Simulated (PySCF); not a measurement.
Polarisability and C₆ of Ca²⁺ (calcium, charge +2)

[Ar], closed-shell 1S. All numbers are calculated (PySCF 2.14, scalar relativity by spin-free X2C-1e, in dyall-av3z). Coupled (time-dependent) response in atomic units; α is the mean over directions.

```tsv
method	mean α (bohr³)	C₆ (like pair)	S(−4)
UHF	3.188	10.60	1.759
PBE	3.269	10.93	1.897
PBE0	3.231	10.77	1.836
```

S(−4) is the Cauchy moment in α(ω) = α(0) + S(−4) ω² + …

α(iu) at UHF:

```csv
u (hartree),α(iu) (bohr³)
0,3.188
0.0500,3.183
0.100,3.170
0.200,3.119
0.300,3.037
0.500,2.804
0.750,2.443
1.00,2.076
1.50,1.465
2.00,1.048
3.00,0.5902
5.00,0.2575
```

A single London oscillator, α(iu) = α/(1 + u²/ω²), gives C₆ = (3/4) ω α². Matching the computed C₆ needs ω = 4 × 10.60 / (3 × 3.188²) = 1.39 hartree.

For an ion, C₆ is the dispersion term alone; charge-induced terms of lower order in 1/R come first.
